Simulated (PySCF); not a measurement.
ethylene glycol (C2H6O2), SMILES C(O)CO. The structure is a stationary point at PBE0-D3(BJ)/def2-SVP. Other conformers were not sampled.

Level of theory: PBE0-D3(BJ)/def2-SVP (PySCF).

Harmonic wavenumbers (cm⁻¹): 182, 282, 337, 495, 546, 899, 920, 1093, 1122, 1165, 1188, 1268, 1294, 1383, 1420, 1460, 1485, 1496, 2998, 3007, 3062, 3115, 3831, 3912. Rotational constants (GHz): 15.31, 5.861, 4.766; symmetry number 1.

Question: Work out the zero-point energy and the ideal-gas rigid-rotor harmonic-oscillator thermochemistry at 298.15 K and 1 atm.

Answer: ZPE = ½ Σ hcν = ½ × 37959 cm⁻¹ = 227.05 kJ/mol. H − E(el) = 242.41 kJ/mol. Entropy in J/(mol K): translation 160.23, rotation 100.98, vibration 28.85, total 290.05. G − E(el) = 155.93 kJ/mol. Cp = 76.42 J/(mol K).
